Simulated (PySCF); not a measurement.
O₂Se, SMILES O=[Se]=O (connectivity only; charge and spin as stated), charge -1, multiplicity 2. Geometry optimised at PBE-D3(BJ)/def2-SVPD. The spin state was assumed, not searched.

Level of theory: PySCF with PBE-D3(BJ)/def2-SVPD.

Harmonic wavenumbers (cm⁻¹): 300, 764, 774. Rotational constants (GHz): 24.79, 7.742, 5.900; symmetry number 2.

### Question
Work out the zero-point energy and the ideal-gas rigid-rotor harmonic-oscillator thermochemistry at 298.15 K and 1 atm.

### Answer
ZPE = ½ Σ hcν = ½ × 1838 cm⁻¹ = 2.63 kcal/mol. H − E(el) = 5.37 kcal/mol. Entropy in cal/(mol K): translation 40.03, rotation 21.79, vibration 1.88, spin 1.38, total 65.08. G − E(el) = -14.03 kcal/mol. Cp = 11.03 cal/(mol K).
